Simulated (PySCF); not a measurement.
Isomers of C8H16NP, mass 157.102 u with the commonest isotopes. Computed with PySCF 2.14.0, PBE0-D3(BJ)/def2-SVP geometry optimisation, gas phase. One conformer each, none proved a minimum here; rigid rotors.

Question: Order these by rotational constant B, smallest first.
A. `[CH2:1]=[CH:2][P:3]([C:4](=[CH2:5])[CH3:6])[N:7]([CH3:8])[CH2:9][CH3:10]` with C1–C2–P3–C4 -120°, C2–P3–C4–C5 127°, C2–P3–N7–C8 168°, P3–N7–C9–C10 -68°
B. `CN=P12CCC(CC1)CC2`
C. `[CH:1]#[C:2][P:3]([N:4]([CH3:5])[CH3:6])[C:7]([CH3:8])([CH3:9])[CH3:10]` with C2–P3–N4–C5 -27°
D. `[CH2:1]=[CH:2][P:3]([CH:4]1[CH2:5][CH2:6]1)[N:7]([CH3:8])[CH2:9][CH3:10]` with C1–C2–P3–C4 -121°, C2–P3–C4–C5 156°, C2–P3–N7–C8 161°, P3–N7–C9–C10 155°
E. `[CH3:1][N:2]=[P@:3]12[CH2:4][CH2:5][CH2:6][C@H:7]1[CH2:8][CH2:9][CH2:10]2` with N2–P3–C4–C5 -110°, P3–C4–C5–C6 -43°, C4–C5–C6–C7 48°, C5–C6–C7–C8 -143°
F. `[CH2:1]=[CH:2][P:3]([CH:4]=[CH2:5])[NH:6][C:7]([CH3:8])([CH3:9])[CH3:10]` with C1–C2–P3–C4 114°, C2–P3–C4–C5 128°, C2–P3–N6–C7 131°

Answer: F (804.4 MHz), D (835.4 MHz), B (899.4 MHz), A (925.6 MHz), C (1019 MHz), E (1129 MHz).

Question: Order these by rotational constant C, smallest first.
A. `[CH:1]#[C:2][P:3]([N:4]([CH3:5])[CH3:6])[C:7]([CH3:8])([CH3:9])[CH3:10]` with C2–P3–N4–C5 -27°
B. `[CH3:1][N:2]=[P@:3]12[CH2:4][CH2:5][CH2:6][C@H:7]1[CH2:8][CH2:9][CH2:10]2` with N2–P3–C4–C5 -110°, P3–C4–C5–C6 -43°, C4–C5–C6–C7 48°, C5–C6–C7–C8 -143°
C. `[CH2:1]=[CH:2][P:3]([CH:4]=[CH2:5])[NH:6][C:7]([CH3:8])([CH3:9])[CH3:10]` with C1–C2–P3–C4 114°, C2–P3–C4–C5 128°, C2–P3–N6–C7 131°
D. `[CH2:1]=[CH:2][P:3]([C:4](=[CH2:5])[CH3:6])[N:7]([CH3:8])[CH2:9][CH3:10]` with C1–C2–P3–C4 -120°, C2–P3–C4–C5 127°, C2–P3–N7–C8 168°, P3–N7–C9–C10 -68°
E. `CN=P12CCC(CC1)CC2`
F. `[CH2:1]=[CH:2][P:3]([CH:4]1[CH2:5][CH2:6]1)[N:7]([CH3:8])[CH2:9][CH3:10]` with C1–C2–P3–C4 -121°, C2–P3–C4–C5 156°, C2–P3–N7–C8 161°, P3–N7–C9–C10 155°

Answer: F (585.5 MHz), C (611.6 MHz), D (685.2 MHz), A (773.0 MHz), B (858.3 MHz), E (885.5 MHz).

Question: Order these by dipole moment, smallest first.
A. `[CH3:1][N:2]=[P@:3]12[CH2:4][CH2:5][CH2:6][C@H:7]1[CH2:8][CH2:9][CH2:10]2` with N2–P3–C4–C5 -110°, P3–C4–C5–C6 -43°, C4–C5–C6–C7 48°, C5–C6–C7–C8 -143°
B. `C1P2(CCC(C1)CC2)=NC`
C. `[CH2:1]=[CH:2][P:3]([C:4](=[CH2:5])[CH3:6])[N:7]([CH3:8])[CH2:9][CH3:10]` with C1–C2–P3–C4 -120°, C2–P3–C4–C5 127°, C2–P3–N7–C8 168°, P3–N7–C9–C10 -68°
D. `[CH2:1]=[CH:2][P:3]([CH:4]=[CH2:5])[NH:6][C:7]([CH3:8])([CH3:9])[CH3:10]` with C1–C2–P3–C4 114°, C2–P3–C4–C5 128°, C2–P3–N6–C7 131°

Answer: C (0.86 D), D (1.18 D), A (3.39 D), B (3.66 D).

| SMILES | point group | Ia (u·Å²) | Ib (u·Å²) | Ic (u·Å²) | κ | μa (D) | μb (D) | μc (D) |
| --- | --- | --- | --- | --- | --- | --- | --- | --- |
| C=CP(C(=C)C)N(C)CC | C1 | 365.90 | 546.03 | 737.57 | -0.31 | 0.11 | 0.02 | 0.85 |
| C=CP(C=C)NC(C)(C)C | C1 | 344.48 | 628.30 | 826.31 | -0.55 | 0.38 | 0.20 | 1.10 |
| CN=P12CCC(CC1)CC2 | C1 | 243.45 | 561.90 | 570.75 | -0.98 | 3.44 | 1.24 | 0.03 |
| C=CP(C1CC1)N(C)CC | C1 | 332.60 | 604.96 | 863.21 | -0.46 | 0.09 | 0.08 | 0.74 |
| C#CP(N(C)C)C(C)(C)C | C1 | 381.67 | 495.95 | 653.77 | -0.11 | 0.27 | 0.13 | 1.17 |
| CN=[P@]12CCC[C@H]1CCC2 | C1 | 333.71 | 447.68 | 588.83 | -0.18 | 2.70 | 1.94 | 0.68 |
